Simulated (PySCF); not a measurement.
## Exercise with solution: oscillator strength and radiative lifetime

B(CCH)(Cl)(F) (C2HBClF), SMILES C#CB(F)Cl.

The structure is a stationary point at PBE-D3(BJ)/def2-SVP.

TDDFT-B3LYP/def2-SVPD (PySCF) puts the first singlet state with f over 0.02 at 5.57 eV (vertical), with the transition dipole (-0.083, -0.754, 0.000) in atomic units.

Q: Find the oscillator strength, the wavelength and the radiative lifetime that this transition would have in vacuum if emission retraced absorption.

A: 
|μ|² = 0.5754 au, so |μ| = 1.93 D. ΔE = 5.57/27.211 = 0.2047 hartree. f = (2/3) ΔE |μ|² = 0.079 (the program prints 0.079).
λ = 1239.84/5.57 = 223 nm; ν = 44925 cm⁻¹.
Einstein's coefficient A = 0.6670 ν² f s⁻¹ (ν in cm⁻¹) = 1.1e8 s⁻¹, so τ = 1/A = 9.5 ns. This state is S2; the lower singlet has f = 0.000. The figure is the radiative limit of this one transition; relaxation, internal conversion, crossing to triplets and a medium change what is measured.
